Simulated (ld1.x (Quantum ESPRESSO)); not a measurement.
# Configuration tests for Tm (PAW)

ld1.x (Quantum ESPRESSO) 7.5 input, shortened:

```
&input
   title='Tm', zed=69., rel=1, dft='PZ', iswitch=3,
   config='[Xe] 4f13 5d0 6s2 6p0'
 /
 &inputp
   pseudotype=3, lpaw=.true., tm=.true., lloc=-2, rcloc=2.75,
   nlcc=.true., new_core_ps=.true.,
   which_augfun='GAUSS', rmatch_augfun=1.05
 /
8
5S  1  0   2.00   0.00  1.75  2.10  0.0
6S  2  0   2.00   0.00  1.75  2.10  0.0
5P  2  1   6.00   0.00  2.15  2.35  0.0
6P  3  1   0.00   0.00  2.15  2.35  0.0
5D  3  2   0.00   0.00  3.45  3.95  0.0
5D  3  2   0.00   4.95  3.45  3.95  0.0
4F  4  3  13.00   0.00  1.05  1.15  0.0
4F  4  3   0.00   1.10  1.05  1.15  0.0
 &test
   configts(1)='4f13 5s2 5p6 5d0 6s2 6p0'
 /
```

Energies are relative to the spin-unpolarised reference configuration 4f13 5s2 5p6 5d0 6s2 6p0; without spin polarisation the order of configurations can differ from experiment. Not all tests gave a result: test run stopped at test 5 of 9 (negative rho), 1 before it not solved. Left out of the table: 4f12 5s2 5p6 5d0 6s0 6p0 (solver errors, printed error -5421 eV).

```
     valence configuration  charge  ΔE all-electron (eV)  error AE − PS (meV)
  4f13 5s2 5p6 5d0 6s1 6p0      +1                 6.681                 -1.7
  4f13 5s2 5p6 5d0 6s0 6p0      +2                18.994                 +1.3
4f13 5s2 5p6 5d0 6s1.5 6p0    +0.5                 2.663                 -1.2
```
